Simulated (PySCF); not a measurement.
C₄H₆O₂Si, SMILES Oc1ccoc1[SiH3]. Heavy atoms are numbered as in [OH:1][c:2]1[cH:3][cH:4][o:5][c:6]1[SiH3:7]. Hydrogens are named by the atom that carries them.

Coordinates come from a r2SCAN-D4/def2-SVP optimisation. This is a generated structure with no PubChem entry under its InChIKey; it may be hypothetical. The values are those of a single conformer.

Level of theory: M06-2X/def2-TZVP in PySCF.

ESP charges are fitted to the potential on shells at 1.4 to 2.0 van der Waals radii. Atomic charges (e), one atom of each kind:

| atom | Mulliken | Löwdin | ESP fit | IAO |
|---|---|---|---|---|
| O1 (OH) | -0.42 | 0.08 | -0.60 | -0.49 |
| C2 | 0.13 | ? | 0.31 | 0.18 |
| C3 (CH) | -0.24 | -0.19 | -0.50 | -0.28 |
| C4 (CH) | 0.01 | -0.23 | 0.00 | 0.05 |
| O5 | -0.23 | ? | -0.19 | -0.25 |
| C6 | -0.05 | -0.36 | 0.08 | -0.21 |
| Si7 (SiH3) | 0.23 | ? | 0.06 | 0.66 |
| H on O1 | 0.33 | 0.20 | 0.46 | 0.38 |
| H on C3 | 0.15 | 0.14 | 0.23 | 0.16 |
| H on C4 | 0.16 | ? | 0.18 | 0.17 |
| H on Si7 | -0.01 | ? | 0.00 | -0.12 |

Problem. What belongs in the gaps? (The exact figures need the calculation; the answer reports its results.)

Solution. 
- C2, Löwdin: -0.32
- O5, Löwdin: 0.33
- Si7 (SiH3), Löwdin: 0.29
- H on C4, Löwdin: 0.14
- H on Si7, Löwdin: -0.02

Computed Mayer and Wiberg (Löwdin basis) orders of the bonds:
| bond | Mayer | Wiberg |
|---|---|---|
| O1–C2 | 1.15 | 1.69 |
| C2–C3 | 1.24 | 1.36 |
| C3–C4 | 1.64 | 1.78 |
| C4–O5 | 1.16 | 1.62 |
| C2–C6 | 1.60 | 1.62 |
| O5–C6 | 1.00 | 1.44 |
| C6–Si7 | 0.99 | 1.14 |
